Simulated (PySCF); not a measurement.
**[PbO(OH)]+ at several levels of theory**

Computed with PySCF 2.14.0 (density fitting, no spin-orbit coupling) at the geometry relaxed with PBE0:

```xyz
4
[PbO(OH)]+ (singlet)
Pb   -0.0665    0.0110    0.4401
O     1.8063   -0.0032    0.1699
O    -1.9911   -0.0161    1.0104
H    -2.6185    0.0974    0.2678
```

```
level                                              basis    state  HOMO (eV)  gap (eV)  charge on Pb1 (e)  dipole about the centre of mass (D)  largest force component (eV/Å)
 PBE0     Pb def2-SVP with ECP60, O def2-SVP, H def2-SVP  singlet     -15.00      4.48               1.36                                 3.89                            0.01
 BLYP                                           the same  singlet     -13.27      1.84               1.22                                 3.74                            0.97
 PBE0  Pb def2-TZVP with ECP60, O def2-TZVP, H def2-TZVP  singlet     -14.98      4.58               1.42                                 3.84                            1.33
```

Charges are Mulliken's, which hang on the basis. The relaxation used the grid (50, 194), these runs (75, 302) or, all-electron (x2c bases, spin-free X2C Hamiltonian), (99, 590).

Q: What does wB97X with Pb def2-SVP with ECP60, O def2-SVP, H def2-SVP give here?

A: state singlet, HOMO (eV) -17.44, gap (eV) 9.00, charge on Pb1 (e) 1.37, dipole about the centre of mass (D) 3.88, largest force component (eV/Å) 0.31. Time: 3 s on 2 threads of Arm Neoverse N1 (shared host), from an already converged density.

In the first row's basis the gap widens with exact exchange: 1.8 eV for BLYP (none); 4.5 eV for PBE0 (a fixed share); 9.0 eV for wB97X (rising or full at long range).
